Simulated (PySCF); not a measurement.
Scan of F2Zn, singlet: symmetric bend, bond length relaxed. Scanned: F-Zn-F angle. Other coordinates (Zn-F bond length) were minimised at PBE0/def2-TZVP.

- PBE/def2-TZVP (PySCF)
- CAM-B3LYP/def2-TZVP (PySCF)
- CCSD(T) on RHF/def2-TZVP, 7 core orbitals frozen (PySCF)

Energies relative to the lowest point of each profile, in kJ/mol; the last columns give the difference from CCSD(T):

```
a / °    PBE  CAM-B3LYP  CCSD(T)  PBE − CCSD(T)  CAM-B3LYP − CCSD(T)
-----  -----  ---------  -------  -------------  -------------------
180      0.0        0.0      0.0            0.0                  0.0
170      2.6        2.7      2.4            0.2                  0.3
160     10.4       10.7      9.6            0.7                  1.0
150     22.9       23.6     21.5            1.4                  2.1
140     39.7       41.1     37.8            1.9                  3.3
130     60.1       62.4     58.2            1.8                  4.1
120     83.9       87.5     82.6            1.3                  4.8
110    111.2      116.6    111.2           -0.1                  5.4
100    142.6      150.5    145.2           -2.7                  5.3
90     180.5      192.0    187.4           -6.9                  4.6
80     230.6      247.6    243.8          -13.2                  3.7
```

PBE is furthest from CCSD(T) at 80 (-13.2 kJ/mol, below); its mean absolute difference over the points is 2.7 kJ/mol.

CAM-B3LYP is furthest from CCSD(T) at 110 (5.4 kJ/mol, above); its mean absolute difference over the points is 3.2 kJ/mol.
